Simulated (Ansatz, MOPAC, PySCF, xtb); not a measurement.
Pair of molecules: NH3 (SMILES N) (first 4 atoms) with C2H6O (SMILES CCO); geometry from B3LYP-D3(BJ)/def2-TZVP, rigid monomers moved along the line of their centres of mass till N1···H13 is 2.23 Å.
(charge 0, multiplicity 1):
```json
[
 {"atom": "N", "x (Å)": "0.0276", "y (Å)": "-0.0664", "z (Å)": "0.4609"},
 {"atom": "H", "x (Å)": "-0.9204", "y (Å)": "-0.3453", "z (Å)": "0.2349"},
 {"atom": "H", "x (Å)": "0.2749", "y (Å)": "0.7025", "z (Å)": "-0.1520"},
 {"atom": "H", "x (Å)": "0.6387", "y (Å)": "-0.8444", "z (Å)": "0.2399"},
 {"atom": "C", "x (Å)": "-0.1261", "y (Å)": "-1.2460", "z (Å)": "4.5164"},
 {"atom": "C", "x (Å)": "-0.5082", "y (Å)": "0.2181", "z (Å)": "4.3398"},
 {"atom": "O", "x (Å)": "0.3759", "y (Å)": "0.9182", "z (Å)": "3.4864"},
 {"atom": "H", "x (Å)": "-0.7982", "y (Å)": "-1.7441", "z (Å)": "5.2205"},
 {"atom": "H", "x (Å)": "0.8949", "y (Å)": "-1.3285", "z (Å)": "4.8932"},
 {"atom": "H", "x (Å)": "-0.1798", "y (Å)": "-1.7792", "z (Å)": "3.5639"},
 {"atom": "H", "x (Å)": "-1.5438", "y (Å)": "0.2890", "z (Å)": "3.9767"},
 {"atom": "H", "x (Å)": "-0.4747", "y (Å)": "0.7290", "z (Å)": "5.3049"},
 {"atom": "H", "x (Å)": "0.2694", "y (Å)": "0.5681", "z (Å)": "2.5805"}
]
```

Monomers are frozen at their geometry in the pair; levels with a basis set take the counterpoise correction. Rows marked so take none.

Cores are frozen in the correlated methods. Rows in 3-21G, 6-31G*, STO-3G carry no dispersion term and start afresh at each structure (6-31G* with six Cartesian d functions). MP2/6-31G* freezes PySCF's default core. The state reached by PM7 isn't checked; PM7 holds dispersion and hydrogen-bond terms.

Programs: Ansatz (a quantum-chemistry and plane-wave program) with Gaussian orbitals; MOPAC for PM7 (differences of heats of formation); PySCF for 3-21G rows, 6-31G* rows, STO-3G rows, the dispersion terms; xtb for the GFN methods. Values without a source in brackets are computed.

| level | interaction energy (kcal/mol) |
|---|---|
| GFN-FF | -7.73 |
| PM7 | -5.95 |
| GFN2-xTB | -4.39 |
| HF/STO-3G (no counterpoise) | -4.90 |
| r2SCAN-D4/def2-TZVPPD | -6.34 |
| B3LYP/3-21G (no counterpoise) | -12.14 |
| B3LYP-D3(BJ)/def2-TZVPPD | -6.31 |
| MP2/6-31G* | ? |
| CCSD(T)/aug-cc-pVDZ | ? |

Task: What belongs in the gaps?

Result: 
- MP2/6-31G*, interaction energy (kcal/mol): -6.70
- CCSD(T)/aug-cc-pVDZ, interaction energy (kcal/mol): -5.69
